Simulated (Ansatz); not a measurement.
Input file for `C1NC[Se]1`:

```yaml
crystal:
  periodic: [false, false, false]
  atoms:
    - {symbol: C, position_ang: [-0.872526, 0.715384, 0.093377]}
    - {symbol: N, position_ang: [0.465501, 0.356776, 0.541934]}
    - {symbol: C, position_ang: [0.825384, -0.711581, -0.379596]}
    - {symbol: Se, position_ang: [-0.598479, -0.186317, -1.639095]}
    - {symbol: H, position_ang: [-1.039207, 1.789381, 0.003171]}
    - {symbol: H, position_ang: [-1.693926, 0.250857, 0.649083]}
    - {symbol: H, position_ang: [0.511661, 0.088590, 1.516763]}
    - {symbol: H, position_ang: [0.660742, -1.728063, -0.006837]}
    - {symbol: H, position_ang: [1.829352, -0.621427, -0.795900]}
basis:
  gaussian: {orbitals: def2-SVP}
correlation: {method: ccsd_t}
```

```sh
$ ansatz run in.yaml --threads 4 --pin off --events-out ev --progress --plain
```

Output of Ansatz, abridged:

```
Functional definition: HF
1004 factors; integrals over basis functions are off by at most 1.3e-3 eV
mean field evaluation 1: about -68910.8533 eV, gradient 2.4e1 eV
mean field evaluation 2: about -68910.9389 eV, gradient 2.4e1 eV
mean field evaluation 4: about -68912.4823 eV, gradient 3.3e0 eV
mean field evaluation 8: about -68912.5120 eV, gradient 1.8e-1 eV
mean field evaluation 16: about -68912.4232 eV, gradient 3.8e-1 eV
mean field -68912.51212351 eV, -2532.4881099608 hartree, gradient 6.9e-6 eV, S^2 0.000000; 0 other end points of the search recorded, 0 dependent functions left out
12 core orbitals not correlated: weight in the atoms' cores, before any rotation towards them, 1.000 or more for the frozen orbitals, at most 0.000 for the correlated occupied ones
reference -68912.51212351 eV, -2532.4881099608 hartree; 17, 17 occupied and 70, 70 virtual orbitals, 1004 factors
second order -18.43478333 eV of doubles, -0.00000000 eV of singles
cycle   1  -18.75470904 eV  change   -3.2e-1 eV  update   8.7e-2
cycle   2  -19.25428056 eV  change   -5.0e-1 eV  update   2.6e-2
cycle   3  -19.32239710 eV  change   -6.8e-2 eV  update   1.0e-2
cycle   4  -19.32094344 eV  change    1.5e-3 eV  update   2.6e-3
cycle   5  -19.32280733 eV  change   -1.9e-3 eV  update   9.7e-4
cycle   6  -19.32255647 eV  change    2.5e-4 eV  update   3.1e-4
cycle   7  -19.32238275 eV  change    1.7e-4 eV  update   1.0e-4
cycle   8  -19.32237431 eV  change    8.4e-6 eV  update   3.5e-5
perturbative correction -0.60502552 eV, -0.0222342778 hartree
Total energy: -68932.43952334 eV, -2533.2204283972 hartree
```

Hardware: 4 threads of a server CPU on a shared host. Wall time 2.2 s, peak host memory 0.35 GiB.

MP2 recovers 92.5 % of the CCSD(T) correlation energy and the triples give 3.0 %; T1 = 0.0085.
